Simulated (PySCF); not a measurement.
## Correlation energy of Cd⁺ (cadmium, charge +1)

[Kr] 4d10 5p1, 2P determinant (an excited configuration). Computed with PySCF 2.14 in aug-cc-pVTZ-PP with ECP28MDF (6s6p5d3f2g, 88 functions), with a scalar-relativistic core potential. Frozen: 4s2 4p6; 11 electrons correlated.

```json
{"level": "CCSD", "correlation energy (mhartree)": "-371.40"}
{"level": "(T)", "correlation energy (mhartree)": "-12.17"}
{"level": "CCSD(T)", "correlation energy (mhartree)": "-383.57"}
```

Diagnostics: T1 = 0.013, D1 = 0.0599, largest double amplitude 0.022.

Cost of the coupled-cluster step: about 40 core-seconds, for 11 correlated electrons.

Iterations:

```
CC2 = 0
CCSD nocc = (np.int64(6), np.int64(5)), nmo = (84, 84)
frozen orbitals [[0, 1, 2, 3], [0, 1, 2, 3]]
max_cycle = 100
direct = 0
conv_tol = 1e-08
conv_tol_normt = 1e-06
diis_space = 8
diis_start_cycle = 0
Init t2, MP2 energy = -0.396998623490526
Init E_corr(UCCSD) = -0.396998623491143
cycle = 1  E_corr(UCCSD) = -0.365827381373384  dE = 0.0311712421  norm(t1,t2) = 0.0492241
cycle = 2  E_corr(UCCSD) = -0.371125436974755  dE = -0.0052980556  norm(t1,t2) = 0.014518
cycle = 3  E_corr(UCCSD) = -0.370908592193365  dE = 0.000216844781  norm(t1,t2) = 0.00780864
cycle = 4  E_corr(UCCSD) = -0.371388104257938  dE = -0.000479512065  norm(t1,t2) = 0.00184857
cycle = 5  E_corr(UCCSD) = -0.371406546688765  dE = -1.84424308e-05  norm(t1,t2) = 0.000577573
cycle = 6  E_corr(UCCSD) = -0.371388445950571  dE = 1.81007382e-05  norm(t1,t2) = 0.00025094
cycle = 7  E_corr(UCCSD) = -0.371397233484996  dE = -8.78753442e-06  norm(t1,t2) = 7.64646e-05
cycle = 8  E_corr(UCCSD) = -0.371397752147526  dE = -5.1866253e-07  norm(t1,t2) = 2.2817e-05
cycle = 9  E_corr(UCCSD) = -0.371396587493932  dE = 1.16465359e-06  norm(t1,t2) = 5.17418e-06
cycle = 10  E_corr(UCCSD) = -0.371396675066767  dE = -8.75728344e-08  norm(t1,t2) = 1.24872e-06
cycle = 11  E_corr(UCCSD) = -0.371396654520515  dE = 2.0546252e-08  norm(t1,t2) = 4.49401e-07
cycle = 12  E_corr(UCCSD) = -0.371396657832254  dE = -3.31173872e-09  norm(t1,t2) = 1.65058e-07
UCCSD converged
E(UCCSD) = -166.7514189505977  E_corr = -0.3713966578322536
UCCSD(T) correction = -0.0121658414599067
```
